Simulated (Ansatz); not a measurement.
Ansatz (a program for electronic structure) input (B3LYP/6-31G**): The .json file is the Basis Set Exchange's 6-31G**.

Ansatz 0.2 input:
```yaml
crystal:
  periodic: [false, false, false]
  atoms:
    - {symbol: C, position_ang: [1.98566200, 0.17647900, 0.05181000]}
    - {symbol: O, position_ang: [0.86744100, -0.54529000, -0.16547200]}
    - {symbol: B, position_ang: [-0.42754500, -0.08629000, -0.02575100]}
    - {symbol: C, position_ang: [-1.56009400, -1.12309100, -0.33823400]}
    - {symbol: C, position_ang: [-0.71193700, 1.39541600, 0.42228900]}
    - {symbol: H, position_ang: [1.91889000, 1.20760200, 0.36350000]}
    - {symbol: H, position_ang: [2.91665100, -0.34211900, -0.10564400]}
    - {symbol: H, position_ang: [-1.18210400, -2.10198100, -0.63437800]}
    - {symbol: H, position_ang: [-2.21269900, -0.74721600, -1.13406800]}
    - {symbol: H, position_ang: [-2.21141500, -1.25120500, 0.53348400]}
    - {symbol: H, position_ang: [-1.77809100, 1.61250500, 0.48872100]}
    - {symbol: H, position_ang: [-0.26805500, 2.11479100, -0.27461500]}
    - {symbol: H, position_ang: [-0.26676600, 1.60856200, 1.40034600]}
basis:
  gaussian:
    orbitals: 6-31G__.json
hamiltonian:
  xc: {name: B3LYP}
magnetization: {spin_polarized: true, initial_magnetization: 1}
output: {forces: true}
```

Output:

```
Functional definition: B3LYP
integrals: 0.07 GiB planned
1119 factors; integrals over basis functions are off by at most 1.2e-3 eV
mean field: 0.65 GiB planned
mean field evaluation 1: about -5956.5019 eV, gradient 4.4e1 eV
mean field evaluation 2: about -5954.0486 eV, gradient 5.0e1 eV
mean field evaluation 4: about -5965.1111 eV, gradient 1.7e0 eV
mean field evaluation 8: about -5965.2878 eV, gradient 1.8e-1 eV
mean field evaluation 16: about -5965.2880 eV, gradient 1.5e-4 eV
mean field -5965.28795803 eV, -219.2202890401 hartree, gradient 5.5e-5 eV, S^2 0.753636; 0 other end points of the search recorded, 0 dependent functions left out
the calculation of the forces begins
reference -5965.28816886 eV, -219.2202967879 hartree; 20, 19 occupied and 95, 96 virtual orbitals, 1119 factors
Total energy: -5965.28816886 eV, -219.2202967879 hartree
Atom 0 at     1.985662     0.176479     0.051810 Å, force     0.066734     0.047300     0.014244 eV/Å
Atom 1 at     0.867441    -0.545290    -0.165472 Å, force    -0.097236    -0.137317    -0.041427 eV/Å
Atom 2 at    -0.427545    -0.086290    -0.025751 Å, force     0.074268    -0.025048    -0.007627 eV/Å
Atom 3 at    -1.560094    -1.123091    -0.338234 Å, force    -0.033846    -0.042206    -0.012730 eV/Å
Atom 4 at    -0.711937     1.395416     0.422289 Å, force    -0.004272     0.048173     0.014563 eV/Å
Atom 5 at     1.918890     1.207602     0.363500 Å, force     0.019135     0.104896     0.031688 eV/Å
Atom 6 at     2.916651    -0.342119    -0.105644 Å, force     0.110590    -0.048267    -0.014673 eV/Å
Atom 7 at    -1.182104    -2.101981    -0.634378 Å, force     0.028348    -0.094816    -0.028678 eV/Å
Atom 8 at    -2.212699    -0.747216    -1.134068 Å, force    -0.061549     0.022699    -0.072634 eV/Å
Atom 9 at    -2.211415    -1.251205     0.533484 Å, force    -0.061437    -0.021357     0.073134 eV/Å
Atom 10 at    -1.778091     1.612505     0.488721 Å, force    -0.103316     0.038880     0.011830 eV/Å
Atom 11 at    -0.268055     2.114791    -0.274615 Å, force     0.031235     0.075844    -0.057674 eV/Å
Atom 12 at    -0.266766     1.608562     1.400346 Å, force     0.031348     0.031217     0.089983 eV/Å
Dipole moment:     0.037825     0.182483     0.055123 e Å
```

The geometry given is a B3LYP-D3(BJ)/def2-TZVP minimum.
